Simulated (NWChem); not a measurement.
## Basis-set convergence for H2AlF

```xyz
4

Al     0.0000     0.0000    -0.5654
H     -1.4088     0.0000    -1.2803
H      1.4088     0.0000    -1.2803
F      0.0000     0.0000     1.1012
```
Charge 0, spin multiplicity 1.

Everything below was run with NWChem. Structure: optimised with PBE0/def2-SVP, a minimum by its harmonic frequencies.

Quantity: LUMO energy at the level PBE0.

The Pople sets run with spherical d functions. The structure started from a generated list of species.

```
basis        functions  LUMO energy (eV)
-----------  ---------  ----------------
STO-3G              16               ___
3-21G               26             -1.27
6-31G*              36             -1.22
def2-SVP            42             -1.27
6-311G**            56             -1.35
6-311++G**          66             -1.50
aug-pcseg-1         68             -1.51
cc-pVTZ             92               ___
aug-cc-pVTZ        142             -1.48
def2-QZVP          187               ___
```

Q: Some entries are withheld; supply them.

A: 
- STO-3G, LUMO energy (eV): 4.86
- cc-pVTZ, LUMO energy (eV): -1.40
- def2-QZVP, LUMO energy (eV): -1.45
